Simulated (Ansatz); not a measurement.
Several settings on one geometry of the cluster WO₃ (the lowest singlet isomer of a short search) (that of the charge 0 singlet, PBE0-D4/def2-TZVP). Ansatz on 4 threads of Arm Neoverse V2 on a shared host; times are rough.

Cartesian coordinates in Å:
```
W 0.4143 -0.2197 -0.0261
O 0.5036 1.1681 0.9786
O -0.7992 -1.2460 0.6201
O -0.1187 0.2976 -1.5725
```

Totals from different functionals, basis sets or treatments of relativity can't be compared as stabilities.

In the def2 sets W takes a core potential; there is no spin–orbit coupling.

Question: Give the basis size and estimate the energy, ⟨S²⟩, dipole and time of these runs.

| run | method | charge | state | further keys |
| --- | --- | --- | --- | --- |
| 1 | UKS ωB97M-V/def2-mTZVP | 0 | singlet | scf: {omitted_lower_state_checks: [starts]}; forces asked |
| 2 | RKS ωB97X-V/def2-SVP | 0 | singlet | pseudopotentials: {relativity: none} |
| 3 | RKS revPBE0/def2-mTZVPP | 0 | singlet | scf: {omitted_lower_state_checks: [starts]}; forces asked |

Answer: 
```tsv
run	functions	energy (Eh)	⟨S²⟩	dipole (D)	wall time
1	108	-292.7394	0.00	5.78	6.5 s
2	74	-292.5176	–	–	1.9 s
3	108	-292.7877	–	5.60	0.9 s
```
